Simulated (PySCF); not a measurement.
C2H8BClSi, SMILES CB(C)[SiH2]Cl.

The structure is a stationary point at PBE0-D3(BJ)/def2-SVP. This is a generated structure with no PubChem entry under its InChIKey; it may be hypothetical. The values are those of a single conformer.

Two levels are set side by side: PBE/def2-TZVP (PySCF) and r2SCAN/def2-TZVP (PySCF). Same geometry, gas phase. Differences are taken from unrounded values.

```tsv
quantity	r2SCAN
orbital gap (eV)	4.45
highest occupied level (eV)	-6.69
lowest empty level (eV)	-2.24
dipole moment (D)	2.48
mean polarisability (bohr³)	78.8
```

Problem. What does PBE give, and how far is it from r2SCAN? (The exact figures need the calculation; the answer reports its results.)

Solution. 
```
quantity                       PBE  PBE minus r2SCAN
---------------------------  -----  ----------------
orbital gap (eV)              3.90             -0.55
highest occupied level (eV)  -6.43              0.26
lowest empty level (eV)      -2.53             -0.30
dipole moment (D)             2.44             -0.04
mean polarisability (bohr³)   81.2               2.4
```

Rough cost on one machine, each run with all the roots and properties that it gave: r2SCAN against PBE about 4 times.
